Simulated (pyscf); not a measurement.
## H₂N–GaH–NH₂, singlet

Gas-phase minimum from PySCF at ωB97X-D3(BJ)/def2-SVP, one conformer. 

```xyz
8

N     -2.0964    -0.2909     0.3273
Ga    -0.6206     0.6590    -0.1363
N      0.5413    -0.1189    -1.2939
H     -2.8081     0.0521     0.9603
H     -2.3184    -1.2180    -0.0141
H     -0.3630     2.0835     0.4333
H      1.3990     0.3187    -1.6063
H      0.4322    -1.0454    -1.6877
```

Bonds (Å): N1–Ga2 1.815, N1–H4 1.012, N1–H5 1.013, Ga2–N3 1.815, Ga2–H6 1.556, N3–H7 1.012, N3–H8 1.013. Bond angles (°): Ga2–N1–H4 123.6, Ga2–N1–H5 124.8, H4–N1–H5 111.5, N1–Ga2–N3 117.3, N1–Ga2–H6 121.4, N3–Ga2–H6 121.3, Ga2–N3–H7 123.6, Ga2–N3–H8 124.8, H7–N3–H8 111.5.

Properties at ωB97X-D3(BJ)/def2-SVP:

```yaml
harmonic_wavenumbers_unscaled: 179, 180, 230, 315, 360, 548, 550, 706, 736, 749, 759, 1531, 1542, 2043, 3638, 3639, 3739, 3739 cm⁻¹
zero_point_energy: 36.0 kcal/mol
rotational_symmetry_number: 2
Entropy of this conformer at 298 K and 1 atm, rigid rotor and harmonic oscillator, modes under 100 cm⁻¹ raised to 100: 307.8 J/(mol K)
dipole_moment: 0.99 D
```

Single-point totals, which compare only within one level (frozen core for MP2 and CC):

| level | total energy (hartree) |
|---|---|
| ωB97X-D3(BJ)/def2-TZVP | -2037.45397 |
| PBE/def2-TZVP | -2037.01778 |
| r²SCAN/def2-TZVP | -2037.37628 |
| B3LYP-D3(BJ)/def2-TZVP | -2037.51304 |
| PBE0-D3(BJ)/def2-TZVP | -2037.06879 |
| M06-2X/def2-TZVP | -2037.39626 |
| ωB97M-D3(BJ)/def2-TZVP | -2037.50502 |
| HF/def2-TZVPP | -2035.14593 |
| MP2/def2-TZVPP | -2035.81564 |
| CCSD/def2-TZVPP | -2035.82919 |
| CCSD(T)/def2-TZVPP | -2035.85557 |

Soft torsions are taken as harmonic, which can shift the entropy by several J/(mol K). The CCSD(T) − MP2 part came from Ansatz, without density fitting, on the same reference. The frozen core leaves the outer d or s,p core shells of the metals and heavy elements correlated in the MP2 and CC values, and def2-TZVPP describes them poorly, so these totals are far from the basis limit. Elements up to Kr have no core potential and no relativistic terms here.
